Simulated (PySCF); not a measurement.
Species: cyclo-(Me2SiS)3, C6H18S3Si3.
Geometry (PBE0-D3(BJ)/def2-SVP, Å), atoms numbered from 1 in this order:
```
atom  x, y, z in Å
Si1    1.9599   -0.2232    0.4879
C2     1.6185   -0.2936    2.3239
C3     3.7224   -0.6974    0.0951
S4     1.7086    1.7970   -0.2299
Si5   -0.3977    1.8747   -0.7026
C6    -0.6738    1.2963   -2.4582
C7    -0.9162    3.6536   -0.4713
S8    -1.5803    0.7528    0.7194
Si9   -1.2501   -1.3081    0.1647
C10   -1.5384   -2.3036    1.7201
C11   -2.4238   -1.8496   -1.1851
S12    0.7356   -1.6185   -0.6244
H13    2.3308    0.3655    2.8450
H14    1.7393   -1.3194    2.7054
H15    0.6012    0.0621    2.5419
H16    3.9404   -1.7096    0.4697
H17    3.9008   -0.6758   -0.9898
H18    4.4164    0.0108    0.5748
H19   -0.2949    0.2728   -2.5914
H20   -1.7439    1.3283   -2.7158
H21   -0.1224    1.9583   -3.1443
H22   -0.7733    3.9694    0.5725
H23   -0.3116    4.3086   -1.1182
H24   -1.9772    3.7801   -0.7371
H25   -0.8337   -2.0230    2.5152
H26   -1.4111   -3.3759    1.5033
H27   -2.5632   -2.1405    2.0902
H28   -2.2468   -2.9060   -1.4426
H29   -2.2957   -1.2445   -2.0936
H30   -3.4635   -1.7426   -0.8382
```

Computed with PBE0-D3(BJ)/def2-SVP geometry optimisation, gas phase (PySCF).

Take the most abundant isotopes and a rigid rotor. The values belong to one conformer.

Problem. Give the principal moments of inertia and the rotational constants in cm⁻¹.

Solution. Ia = 1012.94, Ib = 1058.00, Ic = 1531.29 u·Å²; 505379 MHz·u·Å²/I gives 498.9, 477.7 and 330.0 MHz, that is A = 0.01664, B = 0.01593, C = 0.01101 cm⁻¹.

Problem. What kind of rotor is it?

Solution. An asymmetric top; Ray's κ = 0.748.

Problem. Is it planar, by Δ = Ic − Ia − Ib?

Solution. Not planar: Δ = Ic − Ia − Ib = -539.65 u·Å². For a rigid frame Δ = −2 Σ m c², so Σ m c² = 269.83 u·Å² lies off the ab plane: 53.33 from hydrogen and 216.50 from heavier atoms. The atom farthest from that plane is 2.46 Å away.

Problem. Predict some low-J microwave lines.

Solution. The dipole components are |μa| = 1.14 D, |μb| = 0.00 D, |μc| = 0.00 D; the symmetry axis of this C2 structure is a, so μb and μc vanish by symmetry and there are no b-type or c-type lines. Some of the stronger lines:

| type | branch | J(Ka,Kc) | MHz | lower level (cm⁻¹) |
| --- | --- | --- | --- | --- |
| a | Q | 5(4,1) ← 5(4,2) | 326 | 0.468 |
| a | Q | 5(2,3) ← 5(2,4) | 1099 | 0.404 |
| a | R | 2(0,2) ← 1(0,1) | 1487 | 0.027 |
| a | R | 3(1,3) ← 2(1,2) | 2137 | 0.077 |
| a | R | 3(2,2) ← 2(2,1) | 2423 | 0.094 |
| a | R | 4(1,4) ← 3(1,3) | 2798 | 0.148 |
| a | R | 4(2,3) ← 3(2,2) | 3110 | 0.174 |
| a | R | 4(1,3) ← 3(1,2) | 3119 | 0.174 |
| a | R | 4(3,2) ← 3(3,1) | 3368 | 0.192 |
| a | R | 4(2,2) ← 3(2,1) | 3465 | 0.188 |
| a | R | 4(3,1) ← 3(3,0) | 3637 | 0.196 |
| a | R | 5(2,4) ← 4(2,3) | 3774 | 0.278 |
| a | R | 5(1,4) ← 4(1,3) | 3775 | 0.278 |
| a | R | 5(4,2) ← 4(4,1) | 4303 | 0.324 |

Problem. Estimate the classical rotational partition function at 10 K, 50 K and 100 K.

Solution. Point group C2, symmetry number σ = 2; q = (√π/σ)·√((kT/h)³/(ABC)), k/h = 20836.6 MHz/K: 9500 at 10 K, 106000 at 50 K, 301000 at 100 K.

Stationary, but not proved a minimum. Zero-point vibration and centrifugal distortion are left out. A rigid rotor knows nothing of internal rotation, which can split or shift real lines.

Time: 6.4 min wall, 15 min CPU; peak memory 2.5 GiB. Hardware: an AMD EPYC 7R43 with 2 threads, no GPU, shared host with 256 logical CPUs at a one-minute load of 65. That covers the optimisation of the geometry.
